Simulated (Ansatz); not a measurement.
`[SiH3][AlH][S][SiH3]` + HBr → `[SiH3]Br` + `[SiH3][AlH][SH]` at 700 K and 1 bar (ligand exchange at the Si–S bond).

Isolated molecules relaxed with PBE0-D4/def2-TZVP in Ansatz; ΔE leaves out vibrations. CCSD(T)/CBS is the MP2 limit (def2-TZVPP, def2-QZVPP) plus CCSD(T) − MP2 in def2-TZVPP, frozen cores. For Br outer-core shells are correlated without core-valence functions, which leaves a few kJ/mol of doubt a bond. Scalar relativity is left out up to krypton. Each species was taken in one conformer, which may not be the lowest.

```tsv
species	CCSD(T)/CBS energy (Eh)	H − E (kJ/mol)	S (J/(mol·K))
`[SiH3][AlH][S][SiH3]`	-1222.20542	247.9	529.6
HBr	-2573.91920	36.5	223.7
`[SiH3]Br`	-2864.23411	106.5	319.2
`[SiH3][AlH][SH]`	-931.90162	176.3	443.9
```

H − E and S are ideal-gas, rigid-rotor, harmonic terms from PBE0-D4/def2-TZVP, for one conformer and one mirror image of each species. 1 Eh = 2625.50 kJ/mol, R = 8.31446 J/(mol·K).

Problem. By hand: ΔE, ΔH, ΔS and ΔG.

Solution. ΔE = (-2864.23411) + (-931.90162) − (-1222.20542) − (-2573.91920) = -0.01111 Eh = -29.2 kJ/mol. Δ(H − E) = 106.5 + 176.3 − 247.9 − 36.5 = -1.6, so ΔH = -30.8 kJ/mol. ΔS = 319.2 + 443.9 − 529.6 − 223.7 = 9.8 J/(mol·K). ΔG = -30.8 − 700 × (9.8)/1000 = -37.7 kJ/mol.

Problem. By hand: the equilibrium constant, and the temperature at which ΔG would vanish if ΔH and ΔS stayed fixed.

Solution. log₁₀ K = −ΔG/(RT ln 10) = 2.8. ΔH and −TΔS have one sign here, so there is no such temperature.

The number of gas molecules stays the same, so ΔS is small and ΔH decides. A doubt of 5 kJ/mol in ΔE shifts log₁₀ K by 0.4 here. Other conformers and mirror images would add mixing entropy, several J/(mol·K) or more a flexible species. Modes under 60 cm⁻¹, often nearly free rotors, make the harmonic entropy too high. These are equilibria of isolated gas molecules and say nothing of rates. Largest T1 diagnostic: 0.013 (customary marks: 0.02 for closed shells, 0.045 for open ones).

ΔS is within the doubt of such terms, so its sign, and with it that verdict, could turn.
